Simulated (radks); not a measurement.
Results of a calculation; reference values are marked as such.
Valence configurations of the rhodium ion Rh+ (all share [Kr]). Code: a radial shooting solver on a logarithmic mesh with Libxc functionals. Model: Dirac Kohn-Sham, PBE, spin-unpolarised, spherical densities, finite nucleus; open shells are shared between the two j in proportion to 2j + 1; Fermi nuclear charge, rms radius 4.4945 fm. Energies are relative to 4d8; eigenvalues in eV.

valence          E (eV)  e(4d3/2)  e(4d5/2)  e(5p1/2)  e(5p3/2)  e(5s1/2)
4d8               0.000   -13.826   -13.424         -         -         -
4d7 5s1           3.666   -16.952   -16.518         -         -   -12.123
4d7 5p1           8.739   -18.277   -17.838    -8.024    -7.741         -
4d6 5p2          20.420   -22.808   -22.333    -9.542    -9.191         -
4d6.5 5p1.5      14.200   -20.535   -20.079    -8.799    -8.482         -
4d7.5 5s0.5       1.612   -15.353   -14.936         -         -   -11.447
4d7.5 5p0.5       4.015   -16.037   -15.617    -7.226    -6.975         -
4d6 5s1 5p1      14.747   -21.597   -21.126    -8.912    -8.577   -14.298
4d6.5 5s0.5 5p1  11.495   -19.911   -19.457    -8.467    -8.159   -13.639
4d5.5 5p2.5      27.422   -25.092   -24.598   -10.256    -9.871         -

NIST lists [Kr] 4d8 as the ground configuration; this level of theory agrees among the configurations tried. The energies are those of spherical spin-averaged densities, not of single terms.
